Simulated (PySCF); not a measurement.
**Substituent chemical shifts**

Parent skeleton `[CH3:1][S:2][SiH2:3][SiH2:4][SiH2:5][SiH3:6]`; one hydrogen on atom 4 is replaced by X. Hydrogens on one atom are averaged.

PySCF calculation with coordinates at the GFN2-xTB level and NMR shieldings at PBE0/pcSseg-1/GIAO; single conformer, gas phase, non-relativistic Hamiltonian, fast rotation and ring inversion assumed for equivalent nuclei.

Referencing at the same level of theory: TMS for 13C (σref 186.93), 29Si (σref 349.16), 1H (σref 31.72); CS2 for 33S (σref 503.73).

Known members:
```tsv
X	C1	S2	Si3	Si4	Si5	Si6	H(C1)	H(Si3)	H(Si4)
CN	18.7	-221.3	-44.3	-113.0	-120.2	-116.4	2.12	4.83	4.54
COOH	16.1	-213.0	-44.0	-87.1	-128.6	-108.7	1.87	5.01	4.37
vinyl	19.6	-219.9	-47.1	-71.2	-121.2	-117.2	2.09	4.62	4.54
```

Four more derivatives gave (δ, ppm):
| compound | C1 | S2 | Si3 | Si4 | Si5 | Si6 | H(C1) | H(Si3) | H(Si4) |
| --- | --- | --- | --- | --- | --- | --- | --- | --- | --- |
| 1 | 19.5 | -224.7 | -43.0 | -77.1 | -127.3 | -119.2 | 2.13 | 4.85 | 3.88 |
| 2 | 19.0 | -222.0 | -44.3 | -82.4 | -124.3 | -115.3 | 2.11 | 4.63 | 4.27 |
| 3 | 19.2 | -220.2 | -43.1 | -88.9 | -120.6 | -114.3 | 2.08 | 4.64 | 4.68 |
| 4 | 16.3 | -214.9 | -44.3 | -101.1 | -111.8 | -114.8 | 2.06 | 4.86 | 4.24 |

Task: Their substituents are CH2F, CH3, CHO, PH2. Which is which?

Result: 1: X = CH2F (CS[SiH2][Si@H](CF)[SiH2][SiH3]); 2: X = CH3 (CS[SiH2][Si@H](C)[SiH2][SiH3]); 3: X = CHO (CS[SiH2][Si@@H](C=O)[SiH2][SiH3]); 4: X = PH2 (CS[SiH2][Si@H](P)[SiH2][SiH3]).
